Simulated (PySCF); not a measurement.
The numbers below are computed, except where a source is named.
**C2H9OSSi2**

The system: C2H9OSSi2, a small molecule (built as: C site whose three back bonds go to SiH3, SSiH3, OCH3); neutral, doublet. The structure, one conformer, was relaxed in the gas phase by PBE0-D3(BJ)/def2-SVP. No frequency run checks that it is a minimum.

SMILES: CO[C]([SiH3])S[SiH3]

```
atom   x (Å)   y (Å)   z (Å)
  C1   0.245  -0.168  -0.683
 Si2  -0.015  -1.770  -1.604
  S3  -1.035   1.061  -0.600
 Si4  -1.962   0.339   1.210
  O5   1.523   0.149  -0.400
  C6   1.828   1.298   0.356
  H7  -1.441  -2.178  -1.435
  H8   0.270  -1.631  -3.069
  H9   0.891  -2.820  -1.049
 H10  -2.358  -1.089   1.043
 H11  -3.168   1.186   1.448
 H12  -1.021   0.459   2.363
 H13   1.339   1.268   1.344
 H14   1.516   2.218  -0.163
 H15   2.917   1.298   0.487
```

EPR values by unrestricted B3LYP, IGLO-III on C O S Si, pcH-1 on H.

**Question.** Predict g and the largest hyperfine couplings. Where does the spin sit?

**Answer.** g = 2.0017, 2.0045, 2.0056. The spin sits on C1 (75 %, bonded to 1 O + 1 S + 1 Si) by Mulliken populations.
```
atom  isotope  isotropic (MHz)  dipolar, principal values (MHz)
  C1      13C             86.7              -63.1, -61.9, 125.0
 Si4     29Si            -96.8                  -11.0, 4.8, 6.2
  O5      17O            -24.6                -66.5, 32.0, 34.5
  H8       1H             69.8                  -2.8, -1.7, 4.4
 Si2     29Si             34.4                  -2.1, -1.2, 3.2
 H11       1H             28.7                  -1.5, -0.8, 2.3
```

**Question.** How do the isotropic couplings move with BHandHLYP?

**Answer.** C1 86.7 to 121.6 MHz, Si4 -96.8 to -86.9 MHz, O5 -24.6 to -36.1 MHz, H8 69.8 to 68.0 MHz.

The 2 runs behind this took 3.3 min in all, one thread each of Arm Neoverse V2 on a shared host, launched as `OMP_NUM_THREADS=1 python cluster_run.py task.json out`.
